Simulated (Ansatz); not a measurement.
Isolated molecules relaxed with PBE0-D4/def2-TZVP in Ansatz; ΔE leaves out vibrations. CCSD(T)/CBS is the MP2 limit (def2-TZVPP, def2-QZVPP) plus CCSD(T) − MP2 in def2-TZVPP, frozen cores. This one scheme is used for every species. Functionals use def2-TZVPP. B3LYP here is the variant with VWN-RPA as its local correlation; programs differ in this. Each species was taken in one conformer, which may not be the lowest.

Reaction (substitution at a C–C bond): `FC(F)[C@H](F)[C@@H](F)C(F)(F)F` + H–F → `FC(F)C(F)F` + `FCC(F)(F)F`

Question: Is it downhill or uphill in electronic energy at CCSD(T)/CBS, and by how much? (An estimate is asked.)

Answer: The calculation gave: Uphill: ΔE = +7.3 kcal/mol.

Question: What do these levels give: revPBE-D4, B97M-V, B3LYP-D4, PBE-QIDH, BLYP, HF/def2-QZVPP? (Best estimate.)

Answer: Computed: revPBE-D4 4.9, B97M-V 3.8, B3LYP-D4 3.5, PBE-QIDH 5.3, BLYP -0.5, HF/def2-QZVPP -1.5 kcal/mol.

Largest T1 diagnostic among the species: 0.012.

Leaving LDA and LC-ωPBE aside and taking each functional with its dispersion term where it has one, the values, not all of them listed here, spread over 2.1 kcal/mol, from BLYP-D4 to PBE-QIDH. LDA lies +3.6 kcal/mol from PBE without D4. From PBE to PBE0 (25 % exact exchange), in def2-TZVPP and without D4, ΔE moves by +0.8 kcal/mol.
